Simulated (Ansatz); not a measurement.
Consider the formal exchange of groups at the Se–Si bond: `C[SiH]([SiH3])[SeH]` + `N=C=C(O)F` → `N=C=C(F)[SeH]` + `C[SiH](O)[SiH3]`.

Isolated molecules relaxed with PBE0-D4/def2-TZVP in Ansatz; ΔE leaves out vibrations. CCSD(T)/CBS adds triple-zeta CCSD(T) − MP2 to the extrapolated MP2 energy (def2 sets, frozen cores). For Se outer-core shells are correlated without core-valence functions, which leaves a few kJ/mol of doubt a bond. Scalar relativity is left out up to krypton. Each species was taken in one conformer, which may not be the lowest.

```tsv
species	CCSD(T)/CBS(def2) energy (Eh)
`C[SiH]([SiH3])[SeH]`	-3021.76070
`N=C=C(O)F`	-306.88008
`N=C=C(F)[SeH]`	-2632.41355
`C[SiH](O)[SiH3]`	-696.24702
```

Problem. Work out ΔE.

Solution. ΔE = (-2632.41355) + (-696.24702) − (-3021.76070) − (-306.88008) = -0.01979 Eh = -12.4 kcal/mol.

Largest T1 diagnostic among the species: 0.014.
